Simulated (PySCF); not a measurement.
## Dipole response of S(2+) (sulfur, charge +2)

[Ne] 3s2 3p2, high-spin 3P determinant. All numbers are calculated (PySCF 2.14, scalar relativity by spin-free X2C-1e, in aug-cc-pCVTZ-DK (8s7p5d3f, 75 functions)). Coupled (time-dependent) response in atomic units; α is the mean over directions.

```tsv
method	mean α (bohr³)	α xx, yy, zz	C₆ (like pair)	S(−4)
UHF	7.447	7.687, 7.326, 7.326	27.15	20.28
PBE	7.277	7.440, 7.195, 7.195	26.37	18.15
PBE0	7.282	7.477, 7.185, 7.185	26.39	18.30
BLYP	7.247	7.386, 7.177, 7.177	26.21	17.89
HSE06	7.258	7.450, 7.162, 7.162	26.28	18.08
```

S(−4) is the Cauchy moment in α(ω) = α(0) + S(−4) ω² + …

α(iu) at PBE:

| u (hartree) | α(iu) (bohr³) |
| --- | --- |
| 0 | 7.277 |
| 0.0500 | 7.232 |
| 0.100 | 7.100 |
| 0.200 | 6.625 |
| 0.300 | 5.972 |
| 0.500 | 4.572 |
| 0.750 | 3.173 |
| 1.00 | 2.248 |
| 1.50 | 1.261 |
| 2.00 | 0.8062 |
| 3.00 | 0.4236 |
| 5.00 | 0.1936 |

A single London oscillator, α(iu) = α/(1 + u²/ω²), gives C₆ = (3/4) ω α². Matching the computed C₆ needs ω = 4 × 26.37 / (3 × 7.277²) = 0.664 hartree.

For an ion, C₆ is the dispersion term alone; charge-induced terms of lower order in 1/R come first.

The components differ because the open shell of this determinant is not spherical; for a pure term their mean is the scalar polarisability.
